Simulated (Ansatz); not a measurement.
Z-matrix (Å, degrees):
```
C
C 1 1.386
C 1 1.380 2 121.1
F 1 1.330 2 118.3 3 180.0
C 2 1.386 1 118.8 3 0.0
F 2 1.325 1 120.6 3 -180.0
C 3 1.386 1 119.1 2 -0.0
H 3 1.082 1 118.9 2 180.0
F 5 1.330 2 118.3 1 -180.0
C 5 1.380 2 121.1 1 0.0
H 7 1.083 3 119.6 1 180.0
H 10 1.082 5 118.9 2 -180.0
```

Total charge 0; spin multiplicity 1.

(1) List the ωB97M-V/def2-TZVPP orbital energies in eV (the Gaussian-basis code of Ansatz). (Best estimate.)

Answers

(1) Computed: Occupied: -678.57, -678.49, -678.49, -284.48, -284.48, -284.42, -282.33, -282.19, -282.19, -38.02, -37.70, -37.48, -27.75, -24.52, -24.50, -21.15, -20.96, -19.14, -18.37, -18.29, -17.24, -16.89, -16.32, -16.26, -15.84, -15.50, -15.19, -14.06, -13.28, -13.21, -13.15, -9.73, -9.67. Lowest empty: 1.48, 1.54, 2.55, 3.38, 3.87, 4.31, 5.08, 5.73.
